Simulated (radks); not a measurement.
Task: Pt17+, 61 electrons, occupied as [Kr] 4d10 4f12 5s2 6s1 (not the ground configuration). Calculated with a radial shooting solver on a logarithmic mesh with Libxc functionals: scalar-relativistic Kohn-Sham, r2SCAN, spin-polarised, spherical densities, finite nucleus; open shells are filled with parallel spins first (spin-orbit coupling, left out, can overturn this in heavy ions); meta-GGA in the generalised Kohn-Sham scheme; Fermi nuclear charge, rms radius 5.427 fm. Some entries of the table are withheld. Estimate them.

orbital  occ.  eigenvalue (eV)  <r^2> (bohr^2)  <r> (bohr)
1s up       1        -78914.16       0.0004063     0.01715
1s down     1        -78914.07       0.0004063     0.01715
2s up       1        -14232.49        0.006200     0.07234
2s down     1        -14232.41        0.006200     0.07234
2p up       3        -12389.38        0.005202     0.06522
2p down     3        -12389.29        0.005202     0.06522
3s up       1        -3667.402         0.03993      0.1868
3s down     1        -3665.129         0.03990      0.1868
3p up       3        -3128.051         0.04096      0.1879
3p down     3        -3125.747         0.04092      0.1878
3d up       5        -2541.927         0.03397      0.1704
3d down     5        -2540.157         0.03393      0.1703
4s up       1        -1105.190          0.1909      0.4116
4s down     1        -1101.456          0.1911      0.4118
4p up       3        -925.5559          0.2156      0.4360
4p down     3        -921.9652          0.2159      0.4363
4d up       5        -706.4020          0.2398      0.4567
4d down     5        -702.8221          0.2403      0.4571
4f up       7        -462.5578          0.2629         (1)
4f down     5        -458.7809          0.2645         (2)
5s up       1        -448.2186          0.7908      0.8428
5s down     1        -446.6066          0.7920      0.8439
6s up       1        -249.1451             (3)       1.470
6s down     0        -242.3286             (4)       1.474

Result: 
(1) 4f up <r> (bohr): 0.4725
(2) 4f down <r> (bohr): 0.4737
(3) 6s up <r^2> (bohr^2): 2.396
(4) 6s down <r^2> (bohr^2): 2.412
